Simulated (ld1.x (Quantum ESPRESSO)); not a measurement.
What one change does to a pseudopotential (rubidium (Rb), TM)

* Element: Rb
* Generator: ld1.x (Quantum ESPRESSO) 7.5
* Type: norm-conserving Troullier–Martins (Kleinman–Bylander form)
* Functional: LDA (PZ)
* Relativity: fully relativistic
* Frozen core: [Kr]
* Valence charge: 1
* Reference configuration: 4d0 5s0.75 5p0 (charge +0.25)
* Partial waves: 5s (bound): rc 4.20 bohr; 4d (bound, empty): rc 4.20 bohr; 5p (bound, empty): rc 4.20 bohr
* Local potential: the p channel
* Core correction: a·sin(br)/r model core inside 3.60 bohr

Open shells are filled in proportion to 2j + 1 (rel_dist='average').

All-electron outer shells of the reference configuration (LDA (PZ), scalar-relativistic, ld1.x):

| shell | level (eV) | outermost node (bohr) | outermost maximum (bohr) |
| --- | --- | --- | --- |
| 4s | -33.28 | 0.62 | 1.25 |
| 4p | -17.33 | 0.64 | 1.42 |
| 5s | -3.31 | 1.78 | 4.11 |
| 5p | -1.54 | 2.19 | 5.69 |
| 4d | -0.83 | 0.70 | 4.38 |

Change: functional PBEsol.

Cutoffs: the cutoffs (Ry, on a coarse ladder) from which the occupation-weighted sum of valence levels, in a spherical-Bessel basis at the reference potential, stays within 10 and 1 mRy of its value at 400 Ry; they do not see the model core or the augmentation charge, which bear on the density cutoff. Errors are all-electron minus pseudo energies relative to the spin-unpolarised reference configuration.

Problem. How do hardness, ghosts and transferability respond?

Solution. Both files are so soft that the ladder of cutoffs tells neither apart; both files keep a bound ghost (s); of the 5 tests that both files solve, the error grows in 2 and shrinks in 1 by more than 15 % and 0.3 meV (median size 1.8 → 2.0 meV).

```tsv
quantity	base	changed
cutoff, loose	6 Ry	6 Ry
cutoff, tight	6 Ry	6 Ry
bound ghosts	s	s
error for 4d0 5s1 5p0, meV [ΔE -0.71 → -0.67 eV]	+1.8	+1.9
error for 4d0 5s0.5 5p0, meV [ΔE 0.95 → 0.89 eV]	+2.0	+2.6
error for 4d0 5s0 5p1, meV [ΔE 0.91 → 0.83 eV]	-2.5	-2.0
error for 4d0.5 5s0.5 5p0, meV [ΔE 0.45 eV]	+0.3	+0.5
error for 4d1 5s0 5p0, meV [ΔE 1.61 → 1.54 eV]	+1.5	+4.7
s: phases at 4.57 bohr within 0.05 rad from the reference energy up to (Ry; the scan ends near 5)	-0.2	-0.1
p1/2: phases at 4.57 bohr within 0.05 rad from the reference energy up to (Ry; the scan ends near 5)	-0.1	-0.1
p3/2: phases at 4.57 bohr within 0.05 rad from the reference energy up to (Ry; the scan ends near 5)	0.0	0.0
d3/2: phases at 4.57 bohr within 0.05 rad from the reference energy up to (Ry; the scan ends near 5)	0.3	0.3
d5/2: phases at 4.57 bohr within 0.05 rad from the reference energy up to (Ry; the scan ends near 5)	0.3	0.3
```

Changed file: These tests converged, but a pseudo level misses the all-electron one widely, so the file describes the atom poorly there or has found another state: 4d0 5s1 5p0: empty 4d by 15.2 eV. A true bound ghost makes a file unfit for plane-wave use even where its test errors are small: the radial tests pick states by their node count and pass the ghost by.
